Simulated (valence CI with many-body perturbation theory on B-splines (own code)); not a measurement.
## Forbidden lines of Kr XIV

Method: configuration interaction combined with many-body perturbation theory (CI+MBPT): five valence electrons over a frozen Dirac-Fock core [Ar], radial functions for each j: 7 s, 7 p, 8 d, 6 f, 4 g, 1 h, with the one-electron correlation potential Σ1 (screened to all orders), the two-electron term Σ2, the three-electron term Σ3, Breit, model QED; selected single and double excitations, second order for the rest, scaled by the run's own slope (own B-spline code, finite nucleus).

No measured spectrum was set against this ion. As an estimate, terms of the open shell hold to 2 to 4 % of their energy, and close levels can change places. Among the levels kept, up to 300 cm⁻¹ of a level comes from second order outside the variational space, and about a tenth of that is noise between levels of different J, which matters for small intervals. The list stops below the first excitations out of the core. Only levels of the ground parity were solved; by the run's estimate the other parity begins above the list, which can be wrong where configurations are misplaced.

Lines 1 to 50 of 120 in falling wavelength, among levels below 653500 cm⁻¹, chosen from the decays that carry over 1 % of a level's rate. Wavelengths and rates use the calculated energies, so an error of 2000 cm⁻¹ moves a line at 1844 nm by 37 % and its rate by three times that or more. S is in atomic units (e²a₀⁴ for E2 and M2, e²a₀⁶ for E3), for M1 in squared Bohr magnetons. Weak lines are less certain than strong ones. Lines between different terms over intervals too small for the method are left out, as are lines whose strength nearly cancels. Intervals below about 2000 cm⁻¹, as at the head of this list, are uncertain by tens of per cent.

Names give the largest LS component (configuration and term), which can be under half, so a name can repeat, a term be missing and a line seem to break the LS rules; names also repeat where a configuration has a term twice. Letters in brackets count levels of one name in rising energy.

| λ vac (nm) | Upper | Lower | Type | A (s⁻¹) | S (a.u.) |
| --- | --- | --- | --- | --- | --- |
| 15210 | 3d⁵ ⁴G_9/2 | 3d⁵ ⁴G_7/2 | M1 | 1.25e-02 | 1.64e+01 |
| 12360 | 3d⁵ ⁴G_9/2 | 3d⁵ ⁴G_11/2 | M1 | 1.83e-02 | 1.28e+01 |
| 6424 | 3d⁵ ⁴G_7/2 | 3d⁵ ⁴G_5/2 | M1 | 1.46e-01 | 1.15e+01 |
| 4171 | 3d⁵ ²I_13/2 | 3d⁵ ²I_11/2 | M1 | 1.55e-01 | 5.83e+00 |
| 3560 | 3d⁵ ⁴P_1/2 | 3d⁵ ⁴P_3/2 | M1 | 1.10e+00 | 3.68e+00 |
| 2067 | 3d⁵ ⁴D_5/2 | 3d⁵ ⁴D_7/2 | M1 | 2.35e+00 | 4.61e+00 |
| 2014 | 3d⁵ ⁴F_3/2 | 3d⁵ ⁴F_5/2 | M1 | 4.57e+00 | 5.54e+00 |
| 1844 | 3d⁵ ⁴F_5/2 | 3d⁵ ²F_7/2 [a] | M1 | 4.24e+00 | 5.92e+00 |
| 1766 | 3d⁵ ²G_7/2 [a] | 3d⁵ ²H_9/2 | M1 | 5.64e-01 | 9.21e-01 |
| 1592 | 3d⁵ ²G_9/2 [a] | 3d⁵ ²G_7/2 [a] | M1 | 1.73e+00 | 2.58e+00 |
| 1552 | 3d⁵ ⁴F_7/2 | 3d⁵ ⁴F_9/2 | M1 | 2.93e+00 | 3.25e+00 |
| 1224 | 3d⁵ ⁴F_5/2 | 3d⁵ ²D_3/2 [a] | M1 | 5.93e+00 | 2.42e+00 |
| 1116 | 3d⁵ ²H_9/2 | 3d⁵ ⁴F_9/2 | M1 | 7.81e+00 | 4.02e+00 |
| 1058 | 3d⁵ ²F_5/2 [a] | 3d⁵ ⁴F_7/2 | M1 | 6.53e+00 | 1.72e+00 |
| 961.9 | 3d⁵ ⁴D_1/2 | 3d⁵ ⁴P_1/2 | M1 | 2.27e+01 | 1.50e+00 |
| 907.8 | 3d⁵ ²G_7/2 [a] | 3d⁵ ⁴F_5/2 | M1 | 2.17e+00 | 4.82e-01 |
| 868.8 | 3d⁵ ⁴D_7/2 | 3d⁵ ⁴P_5/2 | M1 | 1.17e+01 | 2.28e+00 |
| 837.2 | 3d⁵ ²G_9/2 [a] | 3d⁵ ²H_9/2 | M1 | 1.81e+01 | 3.93e+00 |
| 761.5 | 3d⁵ ⁴F_3/2 | 3d⁵ ²D_3/2 [a] | M1 | 7.88e+00 | 5.16e-01 |
| 757.3 | 3d⁵ ⁴D_1/2 | 3d⁵ ⁴P_3/2 | M1 | 1.25e+01 | 4.01e-01 |
| 707.6 | 3d⁵ ⁴D_5/2 | 3d⁵ ⁴P_3/2 | M1 | 3.51e+00 | 2.77e-01 |
| 691.4 | 3d⁵ ²G_9/2 [a] | 3d⁵ ⁴F_7/2 | M1 | 5.41e+00 | 6.63e-01 |
| 683.9 | 3d⁵ ²G_7/2 [a] | 3d⁵ ⁴F_9/2 | M1 | 5.34e+00 | 5.06e-01 |
| 681.6 | 3d⁵ ⁴F_7/2 | 3d⁵ ²D_5/2 [a] | M1 | 1.91e+01 | 1.79e+00 |
| 672.9 | 3d⁵ ⁴D_3/2 | 3d⁵ ⁴P_3/2 | M1 | 2.03e+01 | 9.18e-01 |
| 671.8 | 3d⁵ ²F_5/2 [b] | 3d⁵ ⁴F_3/2 | M1 | 1.48e+01 | 9.98e-01 |
| 668.2 | 3d⁵ ⁴D_7/2 | 3d⁵ ⁴G_9/2 | M1 | 2.76e+00 | 2.44e-01 |
| 640.0 | 3d⁵ ⁴D_7/2 | 3d⁵ ⁴G_7/2 | M1 | 3.81e+00 | 2.96e-01 |
| 628.3 | 3d⁵ ²H_11/2 | 3d⁵ ⁴F_9/2 | M1 | 3.24e+00 | 3.57e-01 |
| 625.4 | 3d⁵ ²F_7/2 [b] | 3d⁵ ²H_9/2 | M1 | 5.17e+00 | 3.75e-01 |
| 611.7 | 3d⁵ ⁴D_5/2 | 3d⁵ ⁴P_5/2 | M1 | 8.15e+00 | 4.15e-01 |
| 608.4 | 3d⁵ ²G_7/2 [a] | 3d⁵ ²F_7/2 [a] | M1 | 1.43e+01 | 9.54e-01 |
| 587.6 | 3d⁵ ²F_5/2 [b] | 3d⁵ ⁴F_7/2 | M1 | 1.80e+01 | 8.10e-01 |
| 585.6 | 3d⁵ ⁴D_3/2 | 3d⁵ ⁴P_5/2 | M1 | 6.37e+00 | 1.90e-01 |
| 564.7 | 3d⁵ ²F_5/2 [a] | 3d⁵ ²F_7/2 [a] | M1 | 3.56e+00 | 1.42e-01 |
| 556.7 | 3d⁵ ²D_5/2 [a] | 3d⁵ ⁴D_5/2 | M1 | 5.09e+00 | 1.95e-01 |
| 503.7 | 3d⁵ ²F_5/2 [b] | 3d⁵ ⁴F_5/2 | M1 | 4.72e+00 | 1.34e-01 |
| 488.9 | 3d⁵ ²F_5/2 [a] | 3d⁵ ²D_3/2 [a] | M1 | 1.44e+01 | 3.73e-01 |
| 488.7 | 3d⁵ ⁴D_5/2 | 3d⁵ ⁴G_7/2 | M1 | 1.78e+00 | 4.63e-02 |
| 478.4 | 3d⁵ ²G_9/2 [a] | 3d⁵ ⁴F_9/2 | M1 | 5.31e+00 | 2.15e-01 |
| 468.6 | 3d⁵ ²F_7/2 [b] | 3d⁵ ⁴F_5/2 | M1 | 1.95e+01 | 5.95e-01 |
| 439.6 | 3d⁵ ⁴D_3/2 | 3d⁵ ⁴G_5/2 | M1 | 2.70e+00 | 3.40e-02 |
| 438.6 | 3d⁵ ²D_5/2 [a] | 3d⁵ ⁴D_7/2 | M1 | 4.87e+00 | 9.14e-02 |
| 437.6 | 3d⁵ ²G_7/2 [a] | 3d⁵ ²D_5/2 [a] | M1 | 8.79e-01 | 2.18e-02 |
| 428.9 | 3d⁵ ²H_9/2 | 3d⁵ ²I_11/2 | M1 | 1.09e+01 | 3.20e-01 |
| 414.5 | 3d⁵ ²F_5/2 [a] | 3d⁵ ²D_5/2 [a] | M1 | 1.14e+02 | 1.81e+00 |
| 410.2 | 3d⁵ ²F_7/2 [a] | 3d⁵ ⁴D_5/2 | M1 | 5.88e+00 | 1.20e-01 |
| 400.8 | 3d⁵ ²F_7/2 [b] | 3d⁵ ⁴F_9/2 | M1 | 2.72e+01 | 5.20e-01 |
| 373.6 | 3d⁵ ²F_7/2 [b] | 3d⁵ ²F_7/2 [a] | M1 | 7.44e+00 | 1.15e-01 |
| 358.8 | 3d⁵ ²H_11/2 | 3d⁵ ²I_13/2 | M1 | 3.15e+01 | 6.47e-01 |
